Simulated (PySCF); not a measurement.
B2(mu-H)2(Me)4, C4H14B2, singlet (GFN2-xTB optimised geometry):

```
20

B     -0.485    -0.786     0.002
B      0.486     0.784     0.000
H      0.000    -0.001     0.960
C     -2.088    -0.786     0.001
H     -2.483    -1.304    -0.871
H     -2.522     0.210     0.003
H     -2.484    -1.309     0.870
C      0.232    -2.220     0.002
H     -0.058    -2.808    -0.867
H     -0.055    -2.805     0.874
H      1.317    -2.162     0.000
H      0.000    -0.001    -0.959
C     -0.231     2.219     0.000
H      0.053     2.803    -0.874
H      0.063     2.808     0.867
H     -1.317     2.161     0.006
C      2.089     0.784     0.000
H      2.485     1.308    -0.869
H      2.522    -0.213    -0.004
H      2.485     1.301     0.873
```

Computed with CAM-B3LYP/def2-SVP (PySCF 2.14.0).

Question: What are the frontier orbital energies and the dipole moment?

Answer: HOMO-2 -10.58 eV, HOMO-1 -10.57 eV, HOMO -9.74 eV, LUMO 1.36 eV, LUMO+1 2.30 eV; dipole moment 0.00 D.

On the same geometry PBE/def2-SVP (PySCF) gives HOMO-2 -7.74 eV, HOMO-1 -7.65 eV, HOMO -6.90 eV, LUMO -0.82 eV, LUMO+1 0.62 eV; dipole moment 0.00 D.

Meta-Löwdin charges at CAM-B3LYP/def2-SVP: B1 0.08, B2 0.08, H3 0.11, C4 -0.40, H5 0.11, H6 0.09, H7 0.11, C8 -0.40, H9 0.11, H10 0.11, H11 0.09, H12 0.11, C13 -0.40, H14 0.11, H15 0.11, H16 0.09, C17 -0.40, H18 0.11, H19 0.09, H20 0.11.
